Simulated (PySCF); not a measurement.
In(SeH)3, SMILES [SeH][In]([SeH])[SeH] (PBE0/def2-SVP optimised geometry):

```
7

In     0.000     0.549     0.000
Se    -2.229     1.717     0.002
H     -2.947     0.432     0.001
Se     2.078     1.971    -0.002
H      2.947     0.782    -0.007
Se     0.085    -1.971     0.000
H      1.557    -1.971     0.000
```

Level of theory: PBE0/def2-TZVP, def2 effective core potentials past Kr run with PySCF 2.14.0.

Task: What are the frontier orbital energies and the dipole moment?

Result: HOMO-2 -7.84 eV, HOMO-1 -7.23 eV, HOMO -7.20 eV, LUMO -2.05 eV, LUMO+1 -1.28 eV; dipole moment 1.01 D.
